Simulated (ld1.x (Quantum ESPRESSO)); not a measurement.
# What one change does to a pseudopotential (germanium, PAW)

- Element: germanium (Ge)
- Generator: ld1.x (Quantum ESPRESSO) 7.5
- Type: PAW
- Functional: PBE
- Relativity: scalar-relativistic
- Frozen core: [Ar] 3d10
- Valence charge: 4
- Reference configuration: 4s2 4p1 (charge +1)
- Partial waves: 4s (bound): rcut 1.40, rcutus 1.75 bohr; 4s channel at -0.75 Ry: rcut 1.40, rcutus 1.75 bohr; 4p (bound): rcut 1.90, rcutus 2.10 bohr; 4p channel at -0.5 Ry: rcut 1.90, rcutus 2.10 bohr
- Local potential: all-electron potential smoothed inside 1.50 bohr (lloc = -2)
- Core correction: a·sin(br)/r model core inside 1.40 bohr
- Augmentation charge: PSQ, inside the norm-conserving radii

All-electron outer shells of the reference configuration (PBE, scalar-relativistic, ld1.x):

| shell | level (eV) | outermost node (bohr) | outermost maximum (bohr) |
| --- | --- | --- | --- |
| 4s | -19.86 | 0.77 | 1.71 |
| 4p | -11.24 | 0.82 | 2.08 |

Change: core correction a·sin(br)/r model core inside 1.98 bohr.

Cutoffs: the cutoffs (Ry, on a coarse ladder) from which the occupation-weighted sum of valence levels, in a spherical-Bessel basis at the reference potential, stays within 10 and 1 mRy of its value at 400 Ry; they do not see the model core or the augmentation charge, which bear on the density cutoff. Errors are all-electron minus pseudo energies relative to the spin-unpolarised reference configuration.

What does the change do?

The potential gets neither clearly harder nor softer (10 Ry and 15 Ry → 10 Ry and 15 Ry); of the 7 tests that both files solve, the error grows in 0 and shrinks in 1 by more than 15 % and 0.3 meV (median size 6.1 → 5.6 meV); neither file shows a bound ghost. A wider model core is smoother and lowers the density cutoff, which this test does not measure.

```tsv
quantity	base	changed
cutoff, loose	10 Ry	10 Ry
cutoff, tight	15 Ry	15 Ry
bound ghosts	none	none
error for 4s2 4p2, meV [ΔE -7.44 eV]	-4.7	-4.3
error for 4s2 4p0, meV [ΔE 15.44 eV]	-26	-26
error for 4s1 4p0, meV [ΔE 50.23 eV]	-249	-251
error for 4s2 4p2.3, meV [ΔE -8.33 eV]	-6.1	-5.6
error for 4s1 4p3, meV [ΔE 0.53 eV]	-2.6	-1.9
error for 4s0 4p4, meV [ΔE 8.75 eV]	-22	-20
error for 4s2 4p1.5, meV [ΔE -4.64 eV]	-1.6	-1.4
s: phases at 2.29 bohr within 0.05 rad from the reference energy up to (Ry; the scan ends near 5)	3.8	3.8
p: phases at 2.29 bohr within 0.05 rad from the reference energy up to (Ry; the scan ends near 5)	4.4	4.4
lowest overlap eigenvalue by channel	s 0.43, p 0.66	s 0.43, p 0.66
```
